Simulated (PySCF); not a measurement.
# Xenon: a sound run and one with changed settings

Sound run: Xe [Xe], Xe⁺ [Kr] 4d10 5s2 5p5. Calculation: PySCF 2.14, in x2c-TZVPall; the spin-free X2C one-electron Hamiltonian (Gaussian nucleus). In the sound run the correlated levels freeze [Kr] 4d10. The sound run starts from symmetry-adapted Hartree-Fock orbitals and uses a fine grid where one is needed.

A second run was set up differently.

```
species  method  sound run (hartree)  changed run (hartree)  converged
     Xe     MP2          -7443.59780            -7444.14555        yes
    Xe⁺     MP2          -7443.14570            -7443.68867        yes
```

Ionisation energy of Xe:

```json
{"method": "UHF", "sound run (eV)": "11.543", "changed run (eV)": "11.543"}
{"method": "MP2", "sound run (eV)": "12.302", "changed run (eV)": "12.432"}
{"method": "SCS-MP2", "sound run (eV)": "12.232", "changed run (eV)": "12.322"}
```

Question: What was changed?
A. basis contracted for another Hamiltonian
B. a valence shell is frozen
C. level shift left on
D. all electrons correlated in a valence basis

Answer: D. A valence basis has no tight correlating functions, so it recovers only part of the core correlation, and not evenly between atom and ion.
